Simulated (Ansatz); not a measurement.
Species: SnBr (charge +1, singlet). SMILES: [Br][Sn+]
Geometry: optimised at B3LYP-D3(BJ)/def2-TZVP (Ansatz, a program for electronic structure).

Property: vertical ionisation energy (to the doublet state of charge +2; each state is the SCF solution reached for its spin), in eV. Correlated levels leave the core frozen unless marked. Open shells are spin-unrestricted. Spin-orbit coupling is left out. The frozen core is the preceding noble-gas configuration, with the filled d and f shells of earlier blocks. In def2 rows, elements after Kr have scalar-relativistic effective core potentials. CBS marks a two-point X^-3 extrapolation of the correlation energy; Hartree-Fock from the larger set.

```tsv
level	program	vertical ionisation energy (eV)
SVWN5/def2-TZVPD	Ansatz	17.08
PBE/def2-TZVPD	Ansatz	16.74
r2SCAN/def2-TZVPD	Ansatz	16.82
B3LYP/def2-TZVPD	Ansatz	16.75
PBE0/def2-TZVPD	Ansatz	16.68
BHLYP/def2-TZVPD	Ansatz	16.51
CAM-B3LYP/def2-TZVPD	Ansatz	16.69
wB97M-V/def2-TZVPD	Ansatz	16.58
wB97X-V/def2-TZVPD	Ansatz	16.62
CCSD/def2-SVPD	Ansatz	16.43
CCSD/def2-TZVPPD	Ansatz	16.47
CCSD/def2-QZVPPD	Ansatz	16.56
CCSD/CBS(def2-TZVPPD,def2-QZVPPD)	Ansatz	16.63
CCSD(T)/def2-SVPD	Ansatz	16.52
CCSD(T)/def2-TZVPPD	Ansatz	16.58
CCSD(T)/def2-QZVPPD	Ansatz	16.69
CCSD(T)/CBS(def2-TZVPPD,def2-QZVPPD)	Ansatz	16.77
```
